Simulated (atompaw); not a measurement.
**How hard is this Sb PAW (atompaw) potential?**

Sb, PAW, made with atompaw 4.2.0.5 (PBE, scalar-relativistic). Core [Kr] 4d10, reference 5s2 5p3. Waves: 5s (bound): rc 2.45 bohr; 5s channel at -0.45 Ry: rc 2.20 bohr; 5p (bound): rc 2.45 bohr; 5p channel at 4.45 Ry: rc 2.45 bohr. Local part: bessel scheme, radius 2.30 bohr. Core correction: smooth core density matched at 1.50 bohr. Augmentation charge: sinc compensation charge, radius 2.15 bohr; PAW radius 2.45 bohr; waves and projectors: custom rrkj vanderbiltortho.

The pseudo-atom Hamiltonian at the reference potential is diagonalised in spherical Bessel functions j_l(qr) that vanish at 20 bohr, with q² up to the cutoff. All-electron valence levels (Ry): 5s -0.9431, 5p -0.3549.

Task: How do the lowest levels (Ry) of each channel move with the cutoff, and are there ghosts?

Result:

```csv
cutoff (Ry),s #1,p #1,d #1,d #2,f #1,Σ f·Δε (mRy)
8,-0.9429,-0.3540,0.0448,0.1103,0.1091,3.0
10,-0.9430,-0.3546,0.0448,0.1102,0.1091,1.1
12,-0.9431,-0.3548,0.0448,0.1102,0.1091,0.4
15,-0.9431,-0.3549,0.0448,0.1102,0.1091,0.1
18,-0.9431,-0.3549,0.0448,0.1102,0.1091,0.1
400,-0.9431,-0.3549,0.0448,0.1102,0.1091,0.0
```

Result: no extra level below or beside the all-electron valence levels (s, p, d, f tested); 10 mRy is reached at 6 Ry and 1 mRy at 12 Ry.
